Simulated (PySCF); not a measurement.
A database entry of computed molecular properties. Lists by class give the value and the number of equivalent atoms.

```json
{
 "formula": "C5H10OSSi2",
 "smiles": "C[Si@@H](O[SiH3])c1cccs1",
 "charge": 0,
 "multiplicity": 1,
 "geometry_level": "GFN2-xTB",
 "atoms_angstrom": [
  ["C", -1.28, 1.559, -1.951],
  ["Si", -0.851, 1.05, -0.176],
  ["O", -1.822, -0.167, 0.278],
  ["Si", -2.437, -1.569, 0.798],
  ["C", 0.924, 0.45, -0.088],
  ["C", 1.412, -0.785, 0.225],
  ["C", 2.82, -0.868, 0.2],
  ["C", 3.4, 0.314, -0.131],
  ["S", 2.233, 1.541, -0.42],
  ["H", -0.591, 2.316, -2.314],
  ["H", -1.231, 0.713, -2.631],
  ["H", -2.283, 1.97, -2.009],
  ["H", -1.079, 2.12, 0.8],
  ["H", -3.851, -1.297, 1.033],
  ["H", -2.225, -2.557, -0.26],
  ["H", -1.734, -1.947, 2.024],
  ["H", 0.767, -1.612, 0.466],
  ["H", 3.374, -1.764, 0.418],
  ["H", 4.443, 0.544, -0.225]
 ],
 "electronic_structure_code": "PySCF",
 "results": {
  "GFN2-xTB geometry": {
   "point_group": "C1",
   "rotational_constants_GHz": [1.7, 0.615, 0.479]
  },
  "PBE0/pcSseg-1 ground state and GIAO shieldings, non-relativistic": {
   "dipole_D": 0.89,
   "homo_eV": -6.95,
   "lumo_eV": -0.69,
   "shift_vs_computed_TMS_C_by_class_ppm": [
    [147.1, 1],
    [141.4, 1],
    [137.8, 1],
    [131.0, 1],
    [4.5, 1]
   ],
   "shift_vs_computed_TMS_H_by_class_ppm": [
    [7.6, 1],
    [7.52, 1],
    [7.33, 1],
    [5.73, 1],
    [5.36, 3],
    [0.4, 3]
   ],
   "shielding_other_nuclei_by_class_ppm": [
    ["O", 321.9, 1],
    ["Si", 368.2, 1],
    ["Si", 393.3, 1],
    ["S", 256.0, 1]
   ],
   "charges_hirshfeld_e_by_atom": [-0.22, 0.42, -0.3, 0.39, -0.13, -0.07, -0.07, -0.08, 0.1, 0.04, 0.05, 0.04, -0.09, -0.08, -0.08, -0.08, 0.05, 0.06, 0.06]
  }
 }
}
```

A dipole of 0.89 D is allowed in C1, and pure rotational transitions are dipole-allowed. The rotational constants make it an asymmetric top with κ = (2B − A − C)/(A − C) = -0.78, nearer the prolate limit (−1). The dipole matches unit charges of opposite sign 0.19 Å apart (1 e·Å = 4.8032 D). With B = h/(8π²I), that is 505.379 GHz u Å² over I, the principal moments of inertia are 297.3, 821.4 and 1055.8 u Å² (most abundant isotopes).

Geometry: GFN2-xTB, one conformer, isolated molecule. NMR classes are plain means over equivalent atoms (diastereotopic ones count apart unless rotation or inversion swaps them), as if these changed places fast; in this geometry the members of some classes differ.

The values belong to the conformer `[CH3:1][Si@@H:2]([O:3][SiH3:4])[c:5]1[cH:6][cH:7][cH:8][s:9]1`: C1–Si2–C5–C6 -116°.
